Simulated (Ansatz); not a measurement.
Basis-set extrapolation for BFH4O2Si, SMILES `OB(F)O[SiH3]` (PBE0-D4/def2-TZVP geometry, frozen core, the Gaussian-basis code of Ansatz). Multiplicity 1, RHF reference.

|  | def2-TZVPP | def2-QZVPP |
| --- | --- | --- |
| HF | -565.474421 | -565.496898 |
| MP2 correlation | -0.934807 | -1.013861 |
| CCSD(T) correlation | -0.992199 | not run |

Energies in hartree. Use E(X) = E(∞) + A·exp(−7.88·√X) for Hartree–Fock and E(X) = E(∞) + B·X^(−2.97) for correlation, with X = 3 and 4, and add CCSD(T) minus MP2 of the smaller set to the MP2 limit.

What is the CCSD(T) energy at the basis-set limit?

HF limit: -565.496898 + (-0.022477) × 0.13774 = -565.49999. MP2 limit: -1.013861 + (-0.079054) × 0.74074 = -1.07242. Higher-order term: -0.992199 − (-0.934807) = -0.05739. Total: -566.62980 hartree, 428.4 kJ/mol below CCSD(T)/def2-TZVPP.
